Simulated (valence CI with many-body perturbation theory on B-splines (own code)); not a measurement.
Fe XIII: calculated level list

Computed by configuration interaction combined with many-body perturbation theory (CI+MBPT): four valence electrons over a frozen Dirac-Fock core [Ne], radial functions for each j: 11 s, 11 p, 10 d, 8 f, 5 g, 2 h, with the one-electron correlation potential Σ1, the two-electron term Σ2, the three-electron term Σ3, Breit, model QED; selected CI, second order for the rest, scaled by the run's own slope (own B-spline code, finite nucleus).

No measured spectrum was set against this ion. As an estimate, levels of excited configurations hold to 0.05 to 0.15 % of their energy, terms of the ground configuration to about 0.5 %. Among the levels kept, up to 530 cm⁻¹ of a level comes from second order outside the variational space, and about a tenth of that is noise between levels of different J, which matters for small intervals.

Levels 1 to 45 of 171, with energies above the lowest level, 3s²3p² ³P_0. "Leading %" is the weight of the configuration and term that name the level; weights of strongly mixed levels are sums over their largest components and can fall short. In the jj column 3d3/2^4 stands for four electrons in 3d with j = 3/2. Lifetimes count E1, E2, E3, M1 and M2 decay at the calculated energies, and are blank where another channel may lead or the interval is too uncertain; long ones can be off by a factor of two.

| No. | Configuration | Term | J | E (eV) | Leading % | g | Leading jj | Lifetime |
| --- | --- | --- | --- | --- | --- | --- | --- | --- |
| 1 | 3s²3p² | ³P | 0 | 0.000 | 93 |  | 3s^2 3p1/2^2 (80 %) |  |
| 2 | 3s²3p² | ³P | 1 | 1.153 | 97 | 1.500 | 3s^2 3p1/2 3p3/2 (97 %) | 71.4 ms |
| 3 | 3s²3p² | ³P | 2 | 2.304 | 88 | 1.455 | 3s^2 3p1/2 3p3/2 (61 %) | 101 ms |
| 4 | 3s²3p² | ¹D | 2 | 5.979 | 88 | 1.045 | 3s^2 3p3/2^2 (61 %) | 6.27 ms |
| 5 | 3s²3p² | ¹S | 0 | 11.381 | 92 |  | 3s^2 3p3/2^2 (79 %) | 913 μs |
| 6 | 3s3p³ | ⁵S° | 2 | 26.578 | 98 | 1.996 | 3s 3p1/2 3p3/2^2 (53 %) | 71.0 ns |
| 7 | 3s3p³ | ³D° | 1 | 35.608 | 84 | 0.534 | 3s 3p1/2 3p3/2^2 (37 %) | 579 ps |
| 8 | 3s3p³ | ³D° | 2 | 35.627 | 83 | 1.185 | 3s 3p1/2 3p3/2^2 (57 %) | 630 ps |
| 9 | 3s3p³ | ³D° | 3 | 35.979 | 88 | 1.333 | 3s 3p1/2 3p3/2^2 (88 %) | 717 ps |
| 10 | 3s3p³ | ³P° | 0 | 40.796 | 89 |  | 3s 3p1/2 3p3/2^2 (89 %) | 236 ps |
| 11 | 3s3p³ | ³P° | 1 | 40.886 | 85 | 1.470 | 3s 3p1/2 3p3/2^2 (60 %) | 237 ps |
| 12 | 3s3p³ | ³P° | 2 | 40.964 | 78 | 1.459 | 3s 3p3/2^3 (48 %) | 262 ps |
| 13 | 3s3p³ | ¹D° | 2 | 44.936 | 53 | 1.025 | 3s 3p1/2 3p3/2^2 (40 %) | 177 ps |
| 14 | 3s3p³ | ³S° | 1 | 51.574 | 75 | 1.783 | 3s 3p1/2 3p3/2^2 (53 %) | 17.5 ps |
| 15 | 3s²3p3d | ³F° | 2 | 53.317 | 96 | 0.670 | 3s^2 3p1/2 3d3/2 (75 %) | 1.69 ns |
| 16 | 3s²3p3d | ³F° | 3 | 54.159 | 96 | 1.084 | 3s^2 3p1/2 3d5/2 (51 %) | 2.89 ns |
| 17 | 3s3p³ | ¹P° | 1 | 54.378 | 67 | 1.211 | 3s 3p3/2^3 (52 %) | 24.6 ps |
| 18 | 3s²3p3d | ³F° | 4 | 55.409 | 97 | 1.250 | 3s^2 3p3/2 3d5/2 (97 %) |  |
| 19 | 3s²3p3d | ³P° | 2 | 60.327 | 44 | 1.261 | 3s^2 3p1/2 3d5/2 (64 %) | 19.7 ps |
| 20 | 3s²3p3d | ³P° | 1 | 61.377 | 56 | 1.142 | 3s^2 3p1/2 3d3/2 (56 %) | 18.6 ps |
| 21 | 3s²3p3d | ¹D° | 2 | 61.886 | 33 | 1.167 | 3s^2 3p3/2 3d5/2 (41 %) | 18.0 ps |
| 22 | 3s²3p3d | ³P° | 0 | 62.188 | 88 |  | 3s^2 3p3/2 3d3/2 (88 %) | 21.9 ps |
| 23 | 3s²3p3d | ³D° | 1 | 62.814 | 55 | 0.861 | 3s^2 3p3/2 3d3/2 (74 %) | 16.3 ps |
| 24 | 3s²3p3d | ³D° | 3 | 63.144 | 85 | 1.329 | 3s^2 3p3/2 3d5/2 (55 %) | 15.2 ps |
| 25 | 3s²3p3d | ³D° | 2 | 63.155 | 67 | 1.234 | 3s^2 3p3/2 3d3/2 (49 %) | 15.9 ps |
| 26 | 3s²3p3d | ¹F° | 3 | 69.102 | 95 | 1.002 | 3s^2 3p3/2 3d3/2 (39 %) | 14.1 ps |
| 27 | 3s²3p3d | ¹P° | 1 | 70.839 | 85 | 0.995 | 3s^2 3p3/2 3d5/2 (60 %) | 17.8 ps |
| 28 | 3p⁴ | ³P | 2 | 74.692 | 54 | 1.445 | 3p1/2^2 3p3/2^2 (57 %) | 117 ps |
| 29 | 3p⁴ | ³P | 1 | 76.274 | 58 | 1.499 | 3p1/2 3p3/2^3 (58 %) | 113 ps |
| 30 | 3p⁴ | ³P | 0 | 76.626 | 57 |  | 3p1/2^2 3p3/2^2 (30 %) | 109 ps |
| 31 | 3p⁴ | ¹D | 2 | 77.709 | 58 | 1.054 | 3p1/2 3p3/2^3 (58 %) | 175 ps |
| 32 | 3s3p²3d | ⁵F | 1 | 78.580 | 98 | 0.018 | 3s 3p1/2^2 3d3/2 (40 %) | 12.6 ns |
| 33 | 3s3p²3d | ⁵F | 2 | 78.858 | 96 | 1.014 | 3s 3p1/2 3p3/2 3d3/2 (46 %) | 14.4 ns |
| 34 | 3s3p²3d | ⁵F | 3 | 79.297 | 95 | 1.261 | 3s 3p1/2 3p3/2 3d3/2 (43 %) | 20.7 ns |
| 35 | 3s3p²3d | ⁵F | 4 | 79.918 | 95 | 1.355 | 3s 3p1/2 3p3/2 3d5/2 (63 %) | 91.7 ns |
| 36 | 3s3p²3d | ⁵F | 5 | 80.715 | 99 | 1.399 | 3s 3p3/2^2 3d5/2 (58 %) | 83.7 ns |
| 37 | 3s3p²3d | ⁵D | 0 | 81.446 | 98 |  | 3s 3p1/2 3p3/2 3d3/2 (82 %) | 3.07 ns |
| 38 | 3s3p²3d | ⁵D | 1 | 81.522 | 97 | 1.486 | 3s 3p1/2 3p3/2 3d3/2 (62 %) | 2.26 ns |
| 39 | 3s3p²3d | ⁵D | 2 | 81.658 | 94 | 1.480 | 3s 3p1/2 3p3/2 3d3/2 (37 %) | 1.57 ns |
| 40 | 3s3p²3d | ⁵D | 3 | 81.865 | 90 | 1.476 | 3s 3p1/2 3p3/2 3d3/2 (24 %) | 1.39 ns |
| 41 | 3s3p²3d | ⁵D | 4 | 82.214 | 88 | 1.476 | 3s 3p1/2 3p3/2 3d5/2 (56 %) | 21.6 ns |
| 42 | 3s3p²3d | ³F | 2 | 84.238 | 92 | 0.674 | 3s 3p1/2 3p3/2 3d3/2 (37 %) | 1.32 ns |
| 43 | 3s3p²3d | ³F | 3 | 84.796 | 89 | 1.098 | 3s 3p1/2 3p3/2 3d5/2 (34 %) | 1.32 ns |
| 44 | 3s3p²3d | ³F | 4 | 85.642 | 85 | 1.267 | 3s 3p3/2^2 3d5/2 (66 %) | 1.97 ns |
| 45 | 3s3p²3d | ⁵P | 3 | 87.132 | 96 | 1.660 | 3s 3p1/2 3p3/2 3d5/2 (50 %) | 18.2 ps |

Names give the largest LS component (configuration and term), which can be under half, so a name can repeat, a term be missing and a line seem to break the LS rules; names also repeat where a configuration has a term twice.

The ionisation energy to 3s²3p ²P°1/2 of the next ion comes out as 359.73 eV (NIST: 361 ± 0.7 eV (semi-empirical)). All 171 levels together are meant to be complete up to 148.995 eV.
